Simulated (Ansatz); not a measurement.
Geometry optimisation, RKS B3LYP-D4/STO-3G (Ansatz).

Input:

```yaml
crystal:
  periodic: [false, false, false]
  atoms:
    - { symbol: "N", position_ang: [0.423, 0.4101, -1.9468] }
    - { symbol: C, position_ang: [0.4733, -0.0115, -0.7414] }
    - { symbol: C, position_ang: [1.0415, -1.038, -0.11] }
    - { symbol: C, position_ang: [0.7071, -0.8449, 1.363] }
    - { symbol: Si, position_ang: [-0.3335, 0.6515, 0.8781] }
    - { symbol: "N", position_ang: [-2.0124, 0.5489, 0.6651] }
    - { symbol: H, position_ang: [-0.0393, 1.3444, -2.1867] }
    - { symbol: H, position_ang: [0.9482, 0.0875, -2.741] }
    - { symbol: H, position_ang: [1.7129, -1.8134, -0.4687] }
    - { symbol: H, position_ang: [1.4476, -0.6624, 2.0992] }
    - { symbol: H, position_ang: [0.0165, -1.6703, 1.797] }
    - { symbol: H, position_ang: [0.1498, 2.0335, 1.2373] }
    - { symbol: H, position_ang: [-2.2326, -0.3223, 0.1697] }
    - { symbol: H, position_ang: [-2.3151, 1.2577, 0.0139] }
basis:
  gaussian: { orbitals: STO-3G }
hamiltonian:
  xc: b3lyp
  dispersion: d4
relax:
  f_tol: 0.015
  max_steps: 40
```

Launched with:

```bash
$ ansatz run input.yaml --threads 1 --pin off --max-ram 2048MiB --backend cpu --events-out ev --progress --plain --runs-dir out
```

Problem. Where does it end, and by what steps?

Solution. The run converged. Limits of this set-up: minimal basis. After 8 steps the energy has fallen by 1.393 eV; H14 moved furthest, 0.60 Å.

| step | energy less start (eV) | largest force component (eV/Å) | accepted |
| --- | --- | --- | --- |
| 0 | 0.0000 | 7.105 | yes |
| 1 | -1.1225 | 2.112 | yes |
| 2 | -1.2548 | 0.768 | yes |
| 3 | -1.3458 | 0.848 | yes |
| 4 | -1.3751 | 0.664 | yes |
| 5 | -1.3746 | 0.407 | no |
| 6 | -1.3921 | 0.117 | yes |
| 7 | -1.3929 | 0.023 | yes |
| 8 | -1.3930 | 0.011 | yes |

```xyz
14
Properties=species:S:1:pos:R:3
N 0.443 0.324 -2.232
C 0.481 0.048 -0.817
C 1.091 -0.966 -0.149
C 0.620 -0.833 1.320
Si -0.380 0.660 0.731
N -2.120 0.534 0.934
H 0.479 1.362 -2.408
H 1.284 -0.090 -2.712
H 1.779 -1.731 -0.533
H 1.432 -0.649 2.042
H 0.035 -1.695 1.681
H -0.004 1.984 1.185
H -2.518 -0.320 0.476
H -2.637 1.342 0.510
```

Time of the run: 35 s on 1 thread of Arm Neoverse V1, with other jobs on the host, peak memory 0.13 GiB.
